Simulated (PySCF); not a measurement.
## Bonding in `BC(B)c1ccccc1`

Compound: C7H10B2.
SMILES with atom numbers: `[BH2:1][CH:2]([BH2:3])[c:4]1[cH:5][cH:6][cH:7][cH:8][cH:9]1` (hydrogens: H10, H11 on B1; H12 on C2; H13, H14 on B3; H15 on C5; H16 on C6; H17 on C7; H18 on C8; H19 on C9)

Structure used (PBE0-D3(BJ)/def2-SVP), in Å, numbered top down from 1:
```
atom  x, y, z in Å
B1     1.8349   -1.2391    1.0359
C2     1.3256   -0.5367   -0.2612
B3     2.3924    0.5667   -0.5411
C4    -0.1206   -0.1489   -0.3294
C5    -0.9702   -0.7050   -1.2922
C6    -2.3147   -0.3410   -1.3567
C7    -2.8347    0.5881   -0.4586
C8    -1.9971    1.1494    0.5052
C9    -0.6553    0.7839    0.5676
H10    1.1565   -1.2478    2.0360
H11    2.9216   -1.7696    1.0470
H12    1.6199   -1.2988   -1.0205
H13    3.5442    0.2562   -0.7357
H14    2.0790    1.7339   -0.5504
H15   -0.5733   -1.4352   -2.0037
H16   -2.9597   -0.7883   -2.1171
H17   -3.8878    0.8741   -0.5082
H18   -2.3926    1.8798    1.2155
H19   -0.0077    1.2303    1.3277
```

Bond orders from the PBE0/pcSseg-1 density (PySCF). The structure is a single PBE0-D3(BJ)/def2-SVP conformer in the gas phase; no vibrational or solvent corrections.

Task: Where do the orders between heavy atoms depart from those drawn in the SMILES?

Result: The largest departure is 0.096, at C9–C4 (drawn aromatic, 1.404), counting aromatic bonds as 1.5. The bonds drawn aromatic range from 1.40 to 1.45.

Task: Set the Mayer orders of the bonds between heavy atoms beside their lengths.

Result: 
```json
{"bond": "B1–C2", "drawn as": "single", "length (Å)": "1.561", "Mayer order": "0.982"}
{"bond": "C2–B3", "drawn as": "single", "length (Å)": "1.560", "Mayer order": "0.982"}
{"bond": "C2–C4", "drawn as": "single", "length (Å)": "1.499", "Mayer order": "1.001"}
{"bond": "C4–C5", "drawn as": "aromatic", "length (Å)": "1.399", "Mayer order": "1.422"}
{"bond": "C5–C6", "drawn as": "aromatic", "length (Å)": "1.394", "Mayer order": "1.441"}
{"bond": "C6–C7", "drawn as": "aromatic", "length (Å)": "1.393", "Mayer order": "1.435"}
{"bond": "C7–C8", "drawn as": "aromatic", "length (Å)": "1.395", "Mayer order": "1.421"}
{"bond": "C8–C9", "drawn as": "aromatic", "length (Å)": "1.392", "Mayer order": "1.453"}
{"bond": "C9–C4", "drawn as": "aromatic", "length (Å)": "1.400", "Mayer order": "1.404"}
```

By pair of heavy elements: B–C: all 2 within 0.02 of one another (0.982 to 0.982). C–C: lowest C2–C4 (1.001, 1.499 Å), highest C8–C9 (1.453, 1.392 Å).

Task: And the bonds to hydrogen?

Result: B–H: 0.98 to 1.00 (4 bonds); C–H: 0.88 to 0.97 (6 bonds).

Task: Sum the orders of all bonds at each heavy atom with more than one neighbour and set the sums beside the valence in the SMILES.

Result: B1 2.957 (drawn 3), C2 3.842 (drawn 4), B3 2.956 (drawn 3), C4 3.827 (drawn 4), C5 3.829 (drawn 4), C6 3.837 (drawn 4), C7 3.823 (drawn 4), C8 3.836 (drawn 4), C9 3.832 (drawn 4). Orders between atoms that aren't bonded are not in these sums.

Mayer orders depend on the basis set.
